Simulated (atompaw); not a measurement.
# What one change does to a pseudopotential (cobalt, PAW (atompaw))

atompaw 4.2.0.5 input, output lines left out:

```
Co 27
GGA-PBESOL scalarrelativistic loggrid 1500 logderivrange -11 5 401
4 4 3 0 0 0
4 0 0
4 1 0
3 2 7
0 0 0
c
c
v
v
c
v
v
v
2
1.75 1.70 1.25 1.35
n
n
y
0.2
n
custom polynom vanderbiltortho sinc
3 0 ultrasoft
0.95
1.35
1.00
1.75
1.75
1.75
```

All-electron outer shells of the reference configuration (PBEsol, scalar-relativistic, ld1.x):

```json
{"shell": "2p", "level (eV)": "-788.20", "outermost node (bohr)": "–", "outermost maximum (bohr)": "0.17"}
{"shell": "3s", "level (eV)": "-121.17", "outermost node (bohr)": "0.31", "outermost maximum (bohr)": "0.67"}
{"shell": "3p", "level (eV)": "-84.56", "outermost node (bohr)": "0.28", "outermost maximum (bohr)": "0.68"}
{"shell": "3d", "level (eV)": "-27.03", "outermost node (bohr)": "–", "outermost maximum (bohr)": "0.66"}
{"shell": "4s", "level (eV)": "-20.73", "outermost node (bohr)": "0.95", "outermost maximum (bohr)": "2.10"}
{"shell": "4p", "level (eV)": "-14.45", "outermost node (bohr)": "1.03", "outermost maximum (bohr)": "2.50"}
```

Change: augmentation sinc compensation charge, radius 1.70 bohr; PAW radius 1.75 bohr; waves and projectors: custom rrkj vanderbiltortho.

Cutoffs: the cutoffs (Ry, on a coarse ladder) from which the occupation-weighted sum of valence levels, in a spherical-Bessel basis at the reference potential, stays within 10 and 1 mRy of its value at 400 Ry; they do not see the model core or the augmentation charge, which bear on the density cutoff.

Q: What does the change do?

A: The potential gets neither clearly harder nor softer (80 Ry and 140 Ry → 80 Ry and 160 Ry); the p channel sets the loose cutoff, while the largest relative change is in s, which becomes harder; the range in which the p phases agree narrows (upper end at the end of the scan → 0.5); the range in which the d phases agree narrows (upper end 3.0 → 1.6); neither file shows a bound ghost.

| quantity | base | changed |
| --- | --- | --- |
| cutoff, loose | 80 Ry | 80 Ry |
| cutoff, tight | 140 Ry | 160 Ry |
| loose cutoff by channel (10 mRy a level) | s 30 Ry, p 60 Ry, d 30 Ry | s 45 Ry, p 70 Ry, d 30 Ry |
| bound ghosts | none | none |
| s: phases at 1.76 bohr within 0.05 rad from the reference energy up to (Ry; the scan ends near 5) | to the end of the scan | to the end of the scan |
| p: phases at 1.76 bohr within 0.05 rad from the reference energy up to (Ry; the scan ends near 5) | to the end of the scan | 0.5 |
| d: phases at 1.76 bohr within 0.05 rad from the reference energy up to (Ry; the scan ends near 5) | 3.0 | 1.6 |
| lowest overlap eigenvalue by channel | s 0.74, p 0.51, d 0.93 | s 0.15, p 0.50, d 0.09 |

 The cutoffs see the waves, projectors and local potential, not the compensation charge or the core.
